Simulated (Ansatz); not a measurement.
Cost and result for the atomization energy of `C[S][AlH][O][InH2]` (11 atoms, 10 bonds).

```xyz
11

C     0.016    2.241    0.172
S    -0.718    1.853   -1.450
Al   -0.677   -0.324   -1.458
O    -0.056   -1.152   -0.145
In    0.589   -2.548    1.096
H     0.254    1.332    0.723
H    -0.694    2.835    0.746
H     0.926    2.820    0.020
H    -1.253   -1.062   -2.731
H     2.177   -3.061    0.734
H    -0.565   -2.933    2.294
```

Charge 0, multiplicity 1. Correlated methods include outer-core shells of In, which these sets cover unevenly. In takes the def2 core potential. All single points use the PBE0-D4/def2-TZVP geometry. It is one conformer, not always the lowest. Program: Ansatz. All runs use 4 threads of an Intel Xeon on a shared host. Times are those of one run each, without the atoms' runs, and a repeat can differ threefold. Electronic energies, without spin–orbit coupling; frozen cores. CCSD(T)/CBS adds CCSD(T) − MP2 in def2-TZVPP to the MP2 limit, and its time is that of the two runs behind it. T1 = 0.015. With those shells the extrapolation isn't a true limit.

CCSD(T)/CBS is a level of theory with its own doubt, some kJ/mol a heavy atom from the limit and from the frozen cores, so smaller differences don't rank the functionals.

| level | functions | wall time |
| --- | --- | --- |
| revPBE-D4/def2-TZVPP | 280 | 2.2 s |
| BLYP-D4/def2-TZVPP | 280 | 2.4 s |
| PBE0-D4/def2-TZVPP | 280 | 3.6 s |
| BHLYP-D4/def2-TZVPP | 280 | 3.9 s |
| CAM-B3LYP-D4/def2-TZVPP | 280 | 4.2 s |
| r2SCAN-D4/def2-TZVPP (with forces) | 280 | 4.6 s |
| CCSD(T)/def2-SVP | 120 | 6.5 s |
| B97M-V/def2-TZVPP | 280 | 8.5 s |
| ωB97X-V/def2-TZVPP | 280 | 8.5 s |
| ωB97M-V/def2-TZVPP (with forces) | 280 | 12 s |
| MP2/def2-QZVPP | 516 | 22 s |
| CCSD(T)/def2-TZVPP | 280 | 3 min |
| CCSD(T)/CBS(def2) | – | 3.4 min |

What atomization energy does each give, and how far from CCSD(T)/CBS? (Best estimate.)

Computed: 
| level | atomization (kJ/mol) | difference from CCSD(T)/CBS | per bond |
| --- | --- | --- | --- |
| revPBE-D4/def2-TZVPP | 3391.7 | -92.1 | -9.2 |
| BLYP-D4/def2-TZVPP | 3417.5 | -66.3 | -6.6 |
| PBE0-D4/def2-TZVPP | 3427.6 | -56.2 | -5.6 |
| BHLYP-D4/def2-TZVPP | 3354.7 | -129.1 | -12.9 |
| CAM-B3LYP-D4/def2-TZVPP | 3464.7 | -19.1 | -1.9 |
| r2SCAN-D4/def2-TZVPP (with forces) | 3478.3 | -5.5 | -0.5 |
| CCSD(T)/def2-SVP | 3243.0 | -240.8 | -24.1 |
| B97M-V/def2-TZVPP | 3508.3 | 24.5 | 2.5 |
| ωB97X-V/def2-TZVPP | 3488.7 | 4.9 | 0.5 |
| ωB97M-V/def2-TZVPP (with forces) | 3478.3 | -5.5 | -0.6 |
| MP2/def2-QZVPP | 3480.9 | -2.9 | -0.3 |
| CCSD(T)/def2-TZVPP | 3383.7 | -100.1 | -10.0 |
| CCSD(T)/CBS(def2) | 3483.8 | 0.0 | 0.0 |

From BLYP to BHLYP (50 % exact exchange), in def2-TZVPP and without D4, the atomization energy moves by −44.8 kJ/mol: exact exchange takes away binding that semilocal exchange gives to molecules. In def2-TZVPP, CCSD(T) changes the Hartree–Fock value by +879.6 kJ/mol (the triples alone add +54.1 kJ/mol) and MP2 by +916.7 kJ/mol; breaking electron pairs costs correlation energy, which Hartree–Fock lacks. At CCSD(T), def2-SVP lies −240.8 kJ/mol from the extrapolated value and def2-TZVPP −100.1 kJ/mol: correlation converges slowly with the basis, and small sets miss more of it in the bonded molecule than in its fragments.

Spin–orbit coupling would lower the free In atoms strongly, and the atomization energy with them, by more than many differences here.
